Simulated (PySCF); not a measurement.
germanium monoxide (GeO), SMILES [O]=[Ge] (connectivity only; charge and spin as stated), neutral, multiplicity 1.

The structure is a stationary point at r2SCAN-D4/def2-TZVPD.

The numbers are results of CAM-B3LYP/def2-TZVPD run with PySCF, not measurements.

Isolated molecule, no solvent.

| Property | Value |
|---|---|
| total energy | -2152.36236 hartree |
| point group | C∞v |
| highest occupied level | -9.96 eV |
| lowest empty level | -1.13 eV |
| orbital gap | 8.83 eV |
| dipole moment | 3.65 D |
| quadrupole, principal values (traceless, Buckingham form, about the centre of nuclear charge) | -6.67, 3.34, 3.34 D·Å |
| mean static polarisability | 31.3 bohr³ (4.63 Å³) |
| polarisability, principal values | 27.7, 27.7, 38.4 bohr³ |
